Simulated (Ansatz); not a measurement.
One geometry of Cu(PH3)(OH) (CuPOH₄), several levels of theory.

```yaml
crystal:
  periodic: [false, false, false]
  atoms:
    - {symbol: Cu, position_ang: [-0.030562, 0.052261, -0.950342]}
    - {symbol: P, position_ang: [-0.060547, 0.078288, 1.203233]}
    - {symbol: H, position_ang: [-0.770439, -0.914153, 1.908138]}
    - {symbol: H, position_ang: [-0.593772, 1.204891, 1.860317]}
    - {symbol: H, position_ang: [1.152493, -0.007994, 1.914608]}
    - {symbol: O, position_ang: [-0.078251, 0.150640, -2.742916]}
    - {symbol: H, position_ang: [0.381088, -0.563942, -3.193027]}
basis:
  gaussian: {orbitals: def2-TZVPD, initial_orbitals: start.molden}
hamiltonian: {xc: pbe, dispersion: d4}
scf: {omitted_lower_state_checks: [starts]}
output: {orbitals: {seedname: orbitals}}
```

The file start.molden holds the orbitals of an earlier run on this structure, at another level or in another basis.

```sh
$ ansatz run in.yaml --threads 4 --pin off --events-out ev --progress --plain --max-ram 3916MiB
```

It prints (some lines left out):

```
Functional definition: PBE
1132 factors; their error is unknown
mean field evaluation 1: about -56030.7167 eV, gradient 1.5e1 eV
mean field evaluation 2: about -56031.0363 eV, gradient 7.2e-1 eV
mean field evaluation 4: about -56031.0075 eV, gradient 2.0e-1 eV
mean field -56031.00758896 eV, -2059.1015497133 hartree, gradient 6.0e-5 eV, S^2 0.000000; 0 other end points of the search recorded, 0 dependent functions left out
reference -56031.00764212 eV, -2059.1015516670 hartree; 28, 28 occupied and 139, 139 virtual orbitals, 1132 factors
Total energy: -56031.12650689 eV, -2059.1059198665 hartree
Checks for a lower state left out: starts
```

It took 1.1 s on 4 threads of Intel Xeon on a shared host.

As the first input, with `gaussian: {orbitals: def2-TZVP, initial_orbitals: start.molden}`, `hamiltonian: {xc: {name: LC-wPBE, parameters: {omega: 0.2/bohr}}}` (abridged; 1.2 s):

```
Functional definition: LC-wPBE
mean field -56032.96244310 eV, -2059.1733892777 hartree, gradient 2.3e-5 eV, S^2 0.000000
Total energy: -56032.96244313 eV, -2059.1733892789 hartree
Checks for a lower state left out: starts
```

As the first input, with `gaussian: {orbitals: def2-TZVP, initial_orbitals: start.molden}`, `hamiltonian: {xc: {name: LC-wPBE, parameters: {omega: 0.1/bohr}}}` (abridged; 1.3 s):

```
Functional definition: LC-wPBE
mean field -56032.32446843 eV, -2059.1499441412 hartree, gradient 3.9e-5 eV, S^2 0.000000
Total energy: -56032.32446858 eV, -2059.1499441465 hartree
Checks for a lower state left out: starts
```

As the first input, with `gaussian: {orbitals: def2-TZVP, initial_orbitals: start.molden}`, `hamiltonian: {xc: pbe}`, `correlation: {method: rpa, frozen_orbitals: {Cu: 9, H: 0, O: 1, P: 5}}` and without the key `output` (abridged; 1.7 s):

```
Functional definition: PBE
mean field -56030.85563006 eV, -2059.0959653266 hartree, gradient 7.5e-6 eV, S^2 0.000000
15 core orbitals not correlated: weight in the atoms' cores, before any rotation towards them, 1.000 or more for the frozen orbitals, at most 0.000 for the correlated occupied ones
Total energy: -56002.74294140 eV, -2058.0628430738 hartree
Checks for a lower state left out: starts
```

The first input with `hamiltonian: {xc: pbe0, dispersion: d4}` (abridged; 1.6 s):

```
Functional definition: PBE0
mean field -56031.45461467 eV, -2059.1179776050 hartree, gradient 6.3e-5 eV, S^2 0.000000
Total energy: -56031.55500196 eV, -2059.1216667698 hartree
Checks for a lower state left out: starts
```

First input, but with `gaussian: {orbitals: def2-TZVP, initial_orbitals: start.molden}`, `hamiltonian: {xc: {name: PBE-QIDH}}`, `correlation: {frozen_orbitals: {Cu: 9, H: 0, O: 1, P: 5}}` and without the key `output` (abridged; 2 s):

```
Functional definition: PBE-QIDH
mean field -56011.80883887 eV, -2058.3960086608 hartree, gradient 2.1e-6 eV, S^2 0.000000
15 core orbitals not correlated: weight in the atoms' cores, before any rotation towards them, 1.000 or more for the frozen orbitals, at most 0.000 for the correlated occupied ones
second order -27.34475688 eV of doubles, -0.00000000 eV of singles
Total energy: -56020.92377184 eV, -2058.7309762691 hartree
Checks for a lower state left out: starts
```

First input, but with `gaussian: {orbitals: def2-TZVP, initial_orbitals: start.molden}`, `hamiltonian: {xc: {name: LC-wPBE, parameters: {omega: 0.3/bohr}}}` (abridged; 1.1 s):

```
Functional definition: LC-wPBE
mean field -56033.68912372 eV, -2059.2000942982 hartree, gradient 1.4e-5 eV, S^2 0.000000
Total energy: -56033.68912374 eV, -2059.2000942987 hartree
Checks for a lower state left out: starts
```

Geometry: B3LYP-D4/def2-TZVP.

Correlated methods freeze 15 core orbitals.
